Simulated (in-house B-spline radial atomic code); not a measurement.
Ionising Sn⁵⁺ with different functionals

Computed with a radial B-spline atomic code at the basis-set limit: scalar-relativistic (spin-free X2C) Hamiltonian, Fermi nucleus of rms radius 4.6519 fm, spin-polarised at highest spin, spherical fractional occupations for the functionals, and exact exchange of hybrids averaged over the configuration. The ionisation energy is the difference of two self-consistent energies, [Kr] 4d9 → [Kr] 4d8, without Breit or QED terms; ε is the level of the shell that loses the electron (its least bound occupied spin orbital). There is no spin-orbit coupling in this Hamiltonian.

```json
{"method": "PBE0", "rung": "global hybrid", "ΔSCF (eV)": "?", "-ε(4d) (eV)": "?"}
{"method": "B3LYP", "rung": "global hybrid", "ΔSCF (eV)": "95.71", "-ε(4d) (eV)": "88.35"}
{"method": "TPSSh", "rung": "global hybrid", "ΔSCF (eV)": "95.64", "-ε(4d) (eV)": "87.17"}
{"method": "BHandHLYP", "rung": "global hybrid", "ΔSCF (eV)": "95.49", "-ε(4d) (eV)": "91.49"}
{"method": "r2SCAN0", "rung": "global hybrid", "ΔSCF (eV)": "?", "-ε(4d) (eV)": "?"}
{"method": "B97-1", "rung": "global hybrid", "ΔSCF (eV)": "95.66", "-ε(4d) (eV)": "88.37"}
{"method": "HSE06", "rung": "range-separated hybrid", "ΔSCF (eV)": "95.66", "-ε(4d) (eV)": "88.44"}
{"method": "wB97X", "rung": "range-separated hybrid", "ΔSCF (eV)": "95.48", "-ε(4d) (eV)": "91.23"}
{"method": "CAM-B3LYP", "rung": "range-separated hybrid", "ΔSCF (eV)": "95.65", "-ε(4d) (eV)": "90.31"}
{"method": "LC-wPBE", "rung": "range-separated hybrid", "ΔSCF (eV)": "95.67", "-ε(4d) (eV)": "91.49"}
```

Q: What does PBE0 give?

A: ΔSCF 95.69 eV, and -ε(4d) = 88.89 eV.

Q: What does r2SCAN0 give?

A: ΔSCF 95.89 eV, and -ε(4d) = 89.17 eV.

Q: Among the functionals, which spreads more, the ΔSCF values or the orbital energies?

A: The orbital energies: ΔSCF values span about 0.40 eV and the orbital energies 4.32 eV; here energy differences depend much less on the functional than eigenvalues do.

Q: How do they compare with the NIST value?

A: NIST lists 94 eV ± 2 (tabulated theory, ground level to ground level). Errors run from +1.48 to +1.89 eV; all lie within about twice that uncertainty, so the table can't rank the methods.
